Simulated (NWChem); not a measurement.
**Atomisation of H5GeP**

SMILES: [PH2][GeH3]
```xyz
7

Ge     0.1159     0.7338     0.0000
P     -0.3619    -1.5682     0.0000
H     -0.5283     1.3591     1.2546
H     -0.5283     1.3591    -1.2546
H      1.6278     1.0473     0.0000
H      0.5750    -1.8627     1.0397
H      0.5750    -1.8627    -1.0397
```
Charge 0, spin multiplicity 1.

The numbers come from NWChem runs, not from measurements. Structure: optimised with B3LYP/def2-SVP, a minimum by its harmonic frequencies.

Basis set: def2-TZVP. The atomisation energy is electronic alone: no zero-point, thermal, spin-orbit or counterpoise terms. No value is extrapolated to the basis-set limit. Free atoms are single determinants with multiplicities Ge 3, P 4, H 2.

The Hamiltonian is non-relativistic. B3LYP has NWChem's definition, with VWN1-RPA local correlation. The structure started from a generated list of species. No SCF solution was tested for a lower state. Open-shell Hartree-Fock references start from PBE0 orbitals.

Q: One of these methods gave an atomisation energy of 422.9 kcal/mol. Which?
A) CAM-B3LYP
B) HF
C) LC-wPBE (omega 0.3 per bohr)
D) PBE

A: D, PBE. The others give 307.7 (HF), 420.0 (LC-wPBE (omega 0.3 per bohr)), 429.3 (CAM-B3LYP).
